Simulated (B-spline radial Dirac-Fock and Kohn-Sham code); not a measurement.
**Two-hole binding energies of Ru⁷⁺**

System: Ru⁷⁺, configuration [Kr] 4d1, inside a Watson sphere of charge -7 and radius 2.2 Å (a model of the Madelung potential; inside it an electron's potential energy is raised by 45.8 eV).

Method: ΔSCF Dirac-Fock with Breit, self-energy and vacuum polarisation, finite nucleus, configuration average. Computed with an atomic code on a B-spline grid. U is the two-hole binding energy less the two single-hole energies, the effective repulsion of the holes after relaxation. Each two-hole energy is an average over J within one jj subconfiguration.

```tsv
holes	E(a) (eV)	E(b) (eV)	E(ab) (eV)	U (eV)
1s⁻²	22201.6	22201.6	45095.6	692.4
1s⁻¹ 2p3/2⁻¹	22201.6	2925.0	25313.4	186.8
1s⁻¹ 3p3/2⁻¹	22201.6	546.5	22810.2	62.1
1s⁻¹ 3d3/2⁻¹	22201.6	366.3	?	?
2s⁻¹ 3p1/2⁻¹	3316.3	569.1	3941.8	56.4
2s⁻¹ 3p3/2⁻¹	3316.3	546.5	3918.1	55.2
2p1/2⁻¹ 3s⁻¹	3054.0	671.3	3780.8	55.5
2s⁻¹ 3d5/2⁻¹	3316.3	362.1	3736.0	57.6
2p3/2⁻¹ 3s⁻¹	2925.0	671.3	3651.7	55.4
2p1/2⁻¹ 3d3/2⁻¹	3054.0	366.3	3477.0	56.7
2p1/2⁻¹ 3d5/2⁻¹	3054.0	362.1	3474.7	58.6
3d3/2⁻²	366.3	366.3	780.2	47.6
3d3/2⁻¹ 3d5/2⁻¹	366.3	362.1	776.6	48.2
3d5/2⁻²	362.1	362.1	771.8	47.6
```

Q: Give the missing two-hole energy and U.

A: E(ab) = 22625.2 eV and U = 57.3 eV.
